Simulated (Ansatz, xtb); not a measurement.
# Relative energy of two structures of F3HSeSn

Structure X is a triplet given by its coordinates and structure Y is `F[Se][SnH]([F])[F]`, a singlet. Both are isolated molecules in the gas phase, relaxed with PBE0-D4/def2-SVP; the shapes shown needn't be the lowest conformers.

X (Å):

```xyz
6

F    -1.8344    1.8443    1.9422
F     0.2436   -0.2137    1.3818
F    -2.0745   -0.9459    3.1782
Se   -0.4206    0.7527   -1.0056
Sn   -1.7352   -0.0477    1.4852
H    -0.4123    1.9973   -0.2116
```

Close contacts (Å): F1–Sn5 1.95, F2–Sn5 1.99, F3–Sn5 1.95, Se4–Sn5 2.93, Se4–H6 1.48.

Y (Å):

```xyz
6

F    -2.1403   -0.2427    2.4783
F    -0.5893   -1.2079   -1.5501
F     1.6711    0.0260   -0.0642
Se   -1.5914    0.9355    1.2599
Sn   -0.0428   -0.7982    0.2529
H     0.1154   -2.2282    1.1574
```

Estimate which is lower in electronic energy at CCSD(T)/def2-SVP + ΔMP2/def2-TZVPP, and by roughly how much.

The CCSD(T)/def2-SVP + ΔMP2/def2-TZVPP calculation puts structure Y lower, by 58.3 kJ/mol.

The same difference at several levels:

```csv
level,geometry,E(Y) − E(X) (kJ/mol),departure from the last row (kJ/mol),"job, with rough time for the two"
PBE0-D4/def2-SVP,PBE0-D4/def2-SVP,−29.5,+28.8,"optimisation, 3.2 min"
HF/def2-SVP,PBE0-D4/def2-SVP,+10.8,+69.1,part of the CCSD(T) run
MP2/def2-SVP,PBE0-D4/def2-SVP,−29.1,+29.2,part of the CCSD(T) run
CCSD(T)/def2-SVP,PBE0-D4/def2-SVP,−32.3,+26.0,single point
CCSD(T)/def2-SVP + ΔMP2/def2-TZVPP,PBE0-D4/def2-SVP,−58.3,,"single point, 2.2 min"
```

HF/def2-SVP puts the two in the other order. The largest departure from CCSD(T)/def2-SVP + ΔMP2/def2-TZVPP is that of HF/def2-SVP, 69.1 kJ/mol. A small imaginary or near-zero mode remains, so no thermal terms are given. At CCSD(T)/def2-SVP + ΔMP2/def2-TZVPP a singlet with the links of X lies below this triplet. Levels run at GFN2-xTB geometries aren't shown. The last row adds to CCSD(T) the change of the MP2 difference between the two basis sets, here −26.0 kJ/mol, a large step that makes the value less sure.

Open shells are spin-unrestricted. The correlated steps freeze 16 core orbitals; the filled d shell of Se and Sn is correlated, in a basis made for valence electrons. Atoms past krypton carry core potentials in the def2 sets and no spin–orbit term is included. Run with Ansatz 0.2.0; the last row on 2 threads of Arm Neoverse V1 on a shared host.
